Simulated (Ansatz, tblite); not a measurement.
Cost and result up the ladder for NbF₅ (6 atoms). The state is a singlet with charge 0. Geometry: r2SCAN-D4/def2-SVP.

| atom | x (Å) | y (Å) | z (Å) |
| --- | --- | --- | --- |
| Nb1 | 0.000 | 0.000 | 0.000 |
| F2 | -1.259 | 1.375 | -0.164 |
| F3 | 1.259 | -1.375 | 0.164 |
| F4 | 0.281 | 0.040 | -1.819 |
| F5 | -1.294 | -1.100 | 0.708 |
| F6 | 1.014 | 1.061 | 1.111 |

Ansatz on 2 threads of AMD EPYC 7R13 on a shared host; xTB runs through tblite on one thread. Times are rough, summed over both states, and most runs start from the orbitals of an earlier one. PBE0-D4/def2-TZVP serves as the yardstick here, not as an exact answer. Differences are given only for rows in sets of like size (and for xTB, whose basis is part of the method), since another set adds its own error. The other state is a doublet.

In the def2 sets Nb takes a core potential; there is no spin–orbit coupling. The xTB rows come from tblite. Correlated methods freeze 5 core orbitals; core or outer-core shells of Nb are correlated, in sets that lack core-valence functions. The rows differ in basis, and correlated rows in double-zeta sets carry the largest basis error. In CCSD on the charge 1 doublet the largest single amplitude is 0.24, so its Hartree–Fock determinant may place the open shell otherwise than the density functionals do.

Run but left out: PBE-D4/def2-TZVP (charge +1 doublet: an occupied level 0.03 eV above an empty one).

Correlated methods converge slowly with the basis, most of all in double-zeta sets.

Raw xTB energies of ions are shifted by several eV.

```tsv
level	functions	vertical IE (eV)	difference from PBE0-D4/def2-TZVP (eV)
CCSD(T)/def2-SVP	101	15.04	–
GFN1-xTB	29	17.01	2.37
GFN2-xTB	29	18.78	4.14
PBE0-D4/def2-TZVP	195	14.64	0.00
```

Estimate how long each takes.

GFN2-xTB 0.01 s; GFN1-xTB 0.012 s; PBE0-D4/def2-TZVP 21 s; CCSD(T)/def2-SVP 27 s. On shared hardware such times vary by a factor of up to 3.
